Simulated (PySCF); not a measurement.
**Two-component Hartree-Fock for Sc (scandium, neutral)**

Start: [Ar] 4s2 4p1; 4p3/2 filled at m_j = +3/2. Calculated with PySCF 2.14 in x2c-TZVPall-2c (6s7p4d1f, 54 functions): generalised Hartree-Fock with the X2C-1e Hamiltonian and a Gaussian nucleus; one run each with spin-orbit coupling (SO) switched off, then screened by Boettger's factors. This is a chosen level, not necessarily the ground level.

| spinor shell | electrons | ε, spin-free (eV) | ε, screened SO (eV) | weight of nominal j (screened SO) | rms radius, screened SO (bohr) |
| --- | --- | --- | --- | --- | --- |
| 1s1/2 | 2 | -4545.8 | -4545.7 | 1.000 | 0.0844 |
| 2s1/2 | 2 | -531.42 | -531.42 | 1.000 | 0.370 |
| 2p1/2 | 2 | -433.96 | -437.17 | 1.000 | 0.338 |
| 2p3/2 | 4 | -433.96 | -432.39 | 1.000 | 0.341 |
| 3s1/2 | 2 | -76.884 | -76.895 | 1.000 | 1.13 |
| 3p1/2 | 2 | -48.696 | -49.071 | 0.964 | 1.24 |
| 4s1/2 | 2 | -7.851 | -7.855 | 0.977 | 3.69 |
| 4p3/2 | 1 | -4.708 | -4.697 | 1.000 | 4.56 |

Question: Where does 3p3/2 lie, and what is the 3p spin-orbit splitting (screened SO)?

Answer: At -48.526 eV, 0.545 eV above 3p1/2.

```json
{"quantity": "E (hartree)", "spin-free": "-763.17088", "screened SO": "-763.17514"}
{"quantity": "M_J", "spin-free": "3/2", "screened SO": "3/2"}
{"quantity": "⟨J²⟩", "spin-free": "4.077", "screened SO": "4.076"}
{"quantity": "⟨L²⟩", "spin-free": "2.284", "screened SO": "2.281"}
{"quantity": "⟨S²⟩", "spin-free": "0.793", "screened SO": "0.793"}
```

The determinant has a definite M_J but mixes levels of different J.

Each row is a mean over spinors that exchange with the open shell spreads, by up to 1.253 eV (4s1/2).

Without spin-orbit coupling the j labels of p, d and f shells carry no meaning; the spin-free column gives the mean over the occupied spinors of each nl shell, and its ⟨J²⟩ belongs to a mixture of degenerate components.
